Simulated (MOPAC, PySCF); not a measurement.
[Ti(OH)4], neutral singlet in the gas phase. 

Z-matrix (Å, degrees):
```
Ti
O 1 1.8092
H 2 0.9743 1 125.43
O 1 1.8092 2 110.31 3 -15.45
H 4 0.9743 1 125.48 2 -102.42
O 1 1.8095 2 107.94 3 -135.95
H 6 0.9744 1 125.14 2 -137.35
O 1 1.8103 2 110.19 3 103.71
H 8 0.9746 1 124.50 2 16.15
```
Charge 0, multiplicity 1.

All levels are single points at this geometry (BP86-D3(BJ)/def2-SVP); Pople sets use spherical d functions. Orbital energies aren't observables, and empty levels follow the basis.

PM6 in MOPAC gives gap (eV) = 10.81.

Q: Estimate the gap (eV) from each of these levels: PBE-D3(BJ)/def2-TZVP in PySCF; TPSSh-D3(BJ)/def2-TZVP in PySCF; B3LYP/6-311+G** (LANL2DZ on Ti) in PySCF; B3LYP/6-31G* (LANL2DZ on Ti) in PySCF; BP86/6-31G* (LANL2DZ on Ti) in PySCF; PBE/6-31G* (LANL2DZ on Ti) in PySCF; SVWN5/6-31G* (LANL2DZ on Ti) in PySCF; HF/6-31G* (LANL2DZ on Ti) in PySCF.

A: 
| level | gap (eV) |
|---|---|
| PBE-D3(BJ)/def2-TZVP in PySCF | 5.08 |
| TPSSh-D3(BJ)/def2-TZVP in PySCF | 6.26 |
| B3LYP/6-311+G** (LANL2DZ on Ti) in PySCF | 6.89 |
| B3LYP/6-31G* (LANL2DZ on Ti) in PySCF | 7.01 |
| BP86/6-31G* (LANL2DZ on Ti) in PySCF | 5.01 |
| PBE/6-31G* (LANL2DZ on Ti) in PySCF | 5.00 |
| SVWN5/6-31G* (LANL2DZ on Ti) in PySCF | 5.07 |
| HF/6-31G* (LANL2DZ on Ti) in PySCF | 14.32 |
